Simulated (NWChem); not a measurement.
# AgF; SMILES [F][Ag]

```xyz
2

Ag     0.0000     0.0000    -0.3242
F      0.0000     0.0000     1.6617
```
Atoms are numbered in this order, from 1.

Structure relaxed at the PBE0-D3(BJ)/def2-TZVP level. def2 effective core potentials on Ag; no spin-orbit coupling.

Task: List the 6 lowest vertical singlet excitations and the 6 lowest triplet ones from B3LYP/def2-SVPD with def2 effective core potentials on Ag, TDA (NWChem).

Result: 
| state | energy (eV) | oscillator strength | leading excitation (squared amplitude) |
|---|---|---|---|
| S1 | 3.10 | 0.010 | HOMO−1 → LUMO (0.99) |
| S2 | 3.10 | 0.010 | HOMO−2 → LUMO (0.99) |
| S3 | 3.42 | 0.022 | HOMO → LUMO (0.93) |
| S4 | 4.49 | 0.000 | HOMO−3 → LUMO (1.00) |
| S5 | 4.49 | 0.000 | HOMO−4 → LUMO (1.00) |
| S6 | 5.13 | 0.001 | HOMO−5 → LUMO (0.99) |
| T1 | 2.37 | spin-forbidden | HOMO → LUMO (0.98) |
| T2 | 2.70 | spin-forbidden | HOMO−1 → LUMO (0.97) |
| T3 | 2.70 | spin-forbidden | HOMO−2 → LUMO (0.97) |
| T4 | 4.13 | spin-forbidden | HOMO−3 → LUMO (0.99) |
| T5 | 4.13 | spin-forbidden | HOMO−4 → LUMO (0.99) |
| T6 | 4.67 | spin-forbidden | HOMO−5 → LUMO (0.96) |
